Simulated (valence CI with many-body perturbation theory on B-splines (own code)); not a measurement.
## Sb2+: magnetic and hyperfine properties of the levels

Level of theory: valence CI with perturbative core correlation (CI+MBPT): three valence electrons over a frozen Dirac-Fock core [Kr] 4d10, a basis of 11 s, 11 p, 9 d, 7 f, 5 g, 2 h, 1 i functions for each j, with the one-electron correlation potential Σ1, the two-electron term Σ2, the three-electron term Σ3, Breit, model QED; selected CI, second order for the rest, scaled by the run's own slope (own B-spline code, finite nucleus).

Against 16 measured levels this calculation errs by 201 cm⁻¹ on average and by 603 at most. These come from a selection out of Moore, Atomic Energy Levels, vol. III, NSRDS-NBS 35 (1971 reprint of NBS Circular 467, 1958), an old analysis. Levels without a partner in it may be off by more. 1 measured level below the end of the list, from 163388 cm⁻¹ on, found no clear computed partner, and computed levels of the same name lie up to 1446 cm⁻¹ from them.

A/g_I is the dipole constant over the nuclear g factor μ/I (μ in nuclear magnetons, uniformly magnetised nucleus), B/Q the quadrupole constant per barn. Both hold the static response of the core; the bare values leave it out. Large factors of s and p1/2 electrons are usually good to 5 to 10 %; those of open d and f shells near neutrality can be off by tens of per cent, and small factors of p3/2, d and f electrons come from cancelling terms and can be off by a factor of two or in sign, in half-filled shells by more. B is blank for J = 1/2, where it vanishes, and for nearly pure S terms. Energies count from the lowest level.

Names give the largest LS component (configuration and term), which can be under half, so a name can repeat, a term be missing and a line seem to break the LS rules; names also repeat where a configuration has a term twice. Letters in brackets count levels of one name in rising energy.

| Level | E (cm⁻¹) | g | A/g_I (MHz) | A/g_I bare | B/Q (MHz/b) | B/Q bare |
| --- | --- | --- | --- | --- | --- | --- |
| 5s2 5p 2P°_1/2 | 0.0 | 0.666 | 4880 | 4480 |  |  |
| 5s2 5p 2P°_3/2 | 6579 | 1.334 | 717 | 586 | 1530 | 1280 |
| 5s 5p2 4P_1/2 | 57658 | 2.654 | 14100 | 12600 |  |  |
| 5s 5p2 4P_3/2 | 60645 | 1.730 | 5940 | 5290 | 1370 | 1130 |
| 5s 5p2 4P_5/2 | 64063 | 1.581 | 5840 | 5220 | -1700 | -1420 |
| 5s 5p2 2D_3/2 | 76317 | 0.810 | -2090 | -1890 | 1890 | 1570 |
| 5s 5p2 2D_5/2 | 77592 | 1.220 | 4790 | 4350 | 2560 | 2120 |
| 5s 5p2 2S_1/2 | 93068 | 1.478 | 12400 | 11300 |  |  |
| 5s2 6s 2S_1/2 | 93691 | 1.874 | 4490 | 4130 |  |  |
| 5s2 5d 2D_3/2 | 99100 | 0.939 | -401 | -396 | -235 | -216 |
| 5s 5p2 2P_1/2 | 100047 | 1.335 | 14900 | 13600 |  |  |
| 5s2 5d 2D_5/2 | 100652 | 1.201 | 1140 | 1030 | 787 | 621 |
| 5s 5p2 2P_3/2 | 102247 | 1.189 | -1990 | -1870 | -803 | -699 |
| 5s2 6p 2P°_1/2 | 114874 | 0.666 | 1120 | 1020 |  |  |
| 5s2 6p 2P°_3/2 | 116521 | 1.334 | 329 | 284 | 410 | 346 |
| 4f 5s2 2F°_7/2 | 136333 | 1.143 | 87.2 | 83.9 | 104 | 48.9 |
| 4f 5s2 2F°_5/2 | 136388 | 0.857 | 2.69 | 7.59 | 87.4 | 40.9 |
| 5s2 7s 2S_1/2 | 142523 | 2.002 | 2160 | 1990 |  |  |
| 5s2 6d 2D_3/2 | 144760 | 0.800 | 30.6 | 22.5 | 64.1 | 38.7 |
| 5s2 6d 2D_5/2 | 144997 | 1.200 | 62.0 | 53.0 | 87.8 | 52.6 |
| 5p3 2D°_3/2 | 145393 | 0.851 | -1020 | -900 | 162 | 114 |
| 5s 5p 5d 2D°_5/2 | 147186 | 1.197 | 2650 | 2370 | -1050 | -903 |
| 5s2 7p 2P°_1/2 | 151260 | 0.672 | 411 | 382 |  |  |
| 5p3 4S°_3/2 | 151579 | 1.434 | -830 | -861 | 136 | 98.2 |
| 5s2 7p 2P°_3/2 | 152032 | 1.141 | -449 | -407 | 306 | 248 |
| 5s 5p 5d 4F°_3/2 | 152117 | 1.105 | -1870 | -1750 | 289 | 215 |
| 5s 5p 5d 4F°_5/2 | 153172 | 1.046 | 1170 | 1050 | 363 | 246 |
| 5s 5p 5d 4F°_7/2 | 155153 | 1.248 | 2890 | 2600 | 477 | 323 |
| 5s 5p 6s 4P°_1/2 | 156642 | 2.575 | 14400 | 13000 |  |  |
| 5s 5p 6s 4P°_3/2 | 158597 | 1.689 | 8900 | 8050 | -1220 | -1020 |
| 5s 5p 5d 4F°_9/2 | 158617 | 1.334 | 3140 | 2820 | 1980 | 1560 |
| 5s 5p 5d 4P°_5/2 [a] | 159996 | 1.482 | 4040 | 3630 | 960 | 758 |
| 5s 5p 5d 4D°_1/2 | 160050 | 0.342 | -4870 | -4380 |  |  |
| 5s 5p 5d 4D°_3/2 | 160163 | 1.328 | 3430 | 3080 | 454 | 369 |
| 5s2 5f 2F°_7/2 | 160648 | 1.145 | 88.8 | 82.6 | 105 | 68.0 |
| 5s2 5f 2F°_5/2 | 160696 | 0.860 | -62.6 | -54.5 | 74.3 | 45.4 |
| 5s 5p 6s 2P°_1/2 | 161312 | 0.556 | -679 | -598 |  |  |
| 5s 5p 5d 2P°_3/2 | 163168 | 1.334 | 2240 | 1960 | 22.7 | 9.48 |
| 5s2 5g 2G_9/2 | 163780 | 1.111 | 2.78 | 2.56 | 10.9 | 3.52 |
| 5s2 5g 2G_7/2 | 163781 | 0.889 | 3.12 | 2.89 | 10.0 | 3.24 |

**Question.** Take the isotope of mass number 123, with I = 7/2, μ = 2.5457 μN and Q = -0.692 b. What is the hyperfine structure of 5s 5p2 4P_3/2?

**Answer.** From the table A = 4320 MHz, B = -945 MHz. Shifts from the centre of gravity in MHz: F = 2: -29700, F = 3: -16000, F = 4: 1520, F = 5: 22400.
